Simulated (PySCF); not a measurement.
How methods differ on the excitation energy of Zr

Zr [Kr] 4d2 5s2 (3F) → Zr [Kr] 4d4 (5D), as a difference of total energies. Computed with PySCF 2.14 in x2c-TZVPPall (8s6p6d2f1g, 79 functions), with scalar relativity by spin-free X2C-1e. Correlated levels: valence: [Kr] frozen. The calculations carry no spin-orbit coupling.

```tsv
method	excitation energy (eV)
UHF	2.477
MP2 (valence)	2.665
SCS-MP2 (valence)	3.326
CCSD (valence)	2.758
CCSD(T) (valence)	2.791
```

How much does correlation contribute at CCSD(T) (valence)?

2.791 − (2.477) = 0.314 eV, measured against UHF.
